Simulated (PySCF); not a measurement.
# XPS shifts beside NMR shieldings

Compound: C6H11BF2.
Z-matrix (Å and degrees, PBE0-D3(BJ)/def2-SVP geometry), rows numbered from 1:
```
F 
C   1  1.3521
F   2  1.3594  1  107.04
C   2  1.5083  1  110.80  3  -120.61
B   4  1.5742  2  115.53  1   -54.79
C   5  1.5621  4  118.72  2  -160.09
C   6  1.5303  5  115.55  4    25.10
C   7  1.5248  6  112.46  5   -39.78
C   8  1.5242  7  112.48  6    58.25
H   2  1.1057  1  108.04  3   115.00
H   4  1.1154  2  104.41  1    53.73
H   5  1.2108  4  120.26  2    25.63
H   6  1.1141  5  101.83  4   -93.89
H   6  1.1022  5  112.25  4   155.79
H   7  1.1047  6  108.97  5    80.55
H   7  1.1024  6  110.92  5  -163.55
H   8  1.1058  7  109.55  6   -63.43
H   8  1.1018  7  109.88  6  -179.52
H   9  1.1009  4  109.90  2   -58.69
H   9  1.1059  4  109.12  2    57.01
```

Binding energies: PySCF 2.14.0, delta-SCF UKS SCAN, pcX-2 on the ionised atom, pcseg-1 elsewhere, spin-free X2C. Shieldings: GIAO B97-2/pcSseg-1, non-relativistic, same geometry.

```csv
atom,C 1s (eV)
C2,295.26
C4,290.47
C6,290.21
C7,290.62
C8,290.63
C9,290.70
```

Question: What are the absolute isotropic shieldings of these atoms?

Answer: 
```tsv
atom	environment	C 1s (eV)	isotropic shielding (ppm)
C6	sp3 carbon bound to boron	290.21	155.8
C4	sp3 carbon bound to boron	290.47	136.3
C7	ring CH2 carbon	290.62	158.3
C8	ring CH2 carbon	290.63	155.1
C9	ring CH2 carbon	290.70	157.9
C2	CHF2 carbon	295.26	64.6
```

Question: Among the listed atoms, is the one with the highest binding energy also the least shielded?

Answer: Yes: C2 has both (295.26 eV, 64.6 ppm).

Over these 6 sites the two quantities correlate at r = -0.97. By binding energy: C6 < C4 < C7 ≈ C8 < C9 < C2. By shielding: C2 < C4 < C8 < C6 < C9 ≈ C7.

Isolated species at its PBE0-D3(BJ)/def2-SVP geometry (one conformer only).
